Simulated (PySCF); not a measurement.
**C4H7FNSi: g tensor and hyperfine couplings**

Compound: C₄H₇FNSi (doublet state).
Atom-mapped SMILES: `[NH2:1][Si@@H:2]1[CH:3]=[CH:4][C:5]([F:6])[CH2:7]1` (hydrogens: H8, H9 on N1; H10 on Si2; H11 on C3; H12 on C4; H13, H14 on C7)

Cartesian coordinates in Å at the GFN2-xTB level; atoms count from 1:
```xyz
14
C4H7FNSi angstrom
N      2.3260   -0.2928   -0.1009
Si     0.7808    0.1662   -0.7199
C     -0.2604    1.4906    0.0912
C     -1.4196    0.9353    0.6154
C     -1.5506   -0.4180    0.4502
F     -2.6331   -1.0812    0.9124
C     -0.4925   -1.1814   -0.2404
H      2.4040   -0.5933    0.8584
H      3.1272    0.2634   -0.3489
H      0.9798    0.3135   -2.1625
H     -0.0820    2.5492    0.1754
H     -2.1780    1.5101    1.1253
H     -0.0903   -1.9521    0.4190
H     -0.9120   -1.7100   -1.0969
```

The hyperfine couplings belong to this conformer and change with its torsions.

Method used: UKS B3LYP, pcH-1 on C F H N Si, non-relativistic, mean-field spin-orbit, GIAO in PySCF 2.14.0. Geometry: GFN2-xTB, one conformer, isolated molecule. A GFN2-xTB geometry isn't a minimum of the functional, and hyperfine couplings can be far from their values at a DFT geometry. No stability test was run, so a lower SCF solution isn't excluded.

| Property | Result |
| --- | --- |
| g1, g2, g3 | 2.00209, 2.00333, 2.00412 |
| g_iso | 2.00318 |
| Form of g | rhombic: the two nearest values differ by 39 % of g3 − g1 |
| ⟨S²⟩ | 0.7706 (exact 0.7500) |
| α and β electrons | 31, 30 |
| HOMO–LUMO gap, α and β orbitals | 5.37, 4.98 eV |

Isotropic coupling and dipolar principal values T1 to T3, in G; ρ(0) is the spin density at the nucleus (MHz turned into gauss with g_iso; 10 G = 1 mT):

| atom | isotope | a_iso | of which spin–orbit | T1 | T2 | T3 | Mulliken spin population | ρ(0) (bohr⁻³) |
| --- | --- | --- | --- | --- | --- | --- | --- | --- |
| N1 | 14N | 1.8 | 0.0 | -0.3 | -0.3 | 0.5 | 0.01 | 0.0156 |
| Si2 | 29Si | 9.6 | 0.0 | -0.9 | -0.3 | 1.1 | 0.00 | -0.0303 |
| C3 | 13C | 18.0 | 0.0 | -17.3 | -16.7 | 34.0 | 0.65 | 0.0450 |
| C4 | 13C | -15.2 | 0.0 | -7.9 | 3.4 | 4.6 | -0.22 | -0.0380 |
| C5 | 13C | 21.2 | 0.0 | -18.2 | -18.1 | 36.3 | 0.53 | 0.0529 |
| F6 | 19F | 33.0 | 0.1 | -57.8 | -48.9 | 106.7 | 0.04 | 0.0219 |
| C7 | 13C | -6.3 | 0.0 | -0.3 | 0.0 | 0.4 | -0.05 | -0.0158 |
| H8 | 1H | -0.4 | 0.0 | -0.7 | -0.4 | 1.1 | 0.00 | -0.0002 |
| H9 | 1H | -0.2 | 0.0 | -0.6 | -0.4 | 1.0 | 0.00 | -0.0001 |
| H10 | 1H | 7.7 | 0.0 | -0.7 | -0.5 | 1.3 | 0.01 | 0.0048 |
| H11 | 1H | -14.0 | 0.0 | -8.6 | 0.0 | 8.6 | -0.03 | -0.0088 |
| H12 | 1H | 3.2 | 0.0 | -1.7 | 0.0 | 1.7 | 0.01 | 0.0020 |
| H13 | 1H | 16.4 | 0.0 | -1.2 | -0.8 | 2.0 | 0.02 | 0.0103 |
| H14 | 1H | 16.3 | 0.0 | -1.3 | -0.7 | 2.0 | 0.02 | 0.0102 |

The largest Mulliken spin populations are on C3 (+0.65), C5 (+0.53) and C4 (-0.22). The positive populations add up to 1.29 and the negative ones to -0.29, together 2S = 1. The angles at C3 add up to 360.0°, so it is planar.

The SMILES `N[Si@@H]1C=C[C](F)C1` draws the unpaired electron on C5, whose computed spin population is only +0.53.

Axes: g2 points within 7° of the C3–C4 bond.

Under fast tumbling the dipolar parts average out, and these isotropic splittings remain (the largest six): 1 × 19F (F6, I = 1/2, 2 lines) with 3.30 mT, 1 × 1H (H13, I = 1/2, 2 lines) with 1.64 mT, 1 × 1H (H14, I = 1/2, 2 lines) with 1.63 mT, 1 × 1H (H11, I = 1/2, 2 lines) with 1.40 mT, 1 × 1H (H10, I = 1/2, 2 lines) with 0.77 mT and 1 × 1H (H12, I = 1/2, 2 lines) with 0.32 mT.

The 13C coupling of C5 (59.6 MHz) shows only in satellite lines or after enrichment, since that isotope makes up about 1.07 % of natural carbon.

The 29Si coupling of Si2 (26.9 MHz) shows only in satellite lines or after enrichment, since that isotope makes up about 4.7 % of natural silicon.

Examples of negative spin density at the nucleus (bohr⁻³): C4 (-0.0380), Si2 (-0.0303) and C7 (-0.0158).
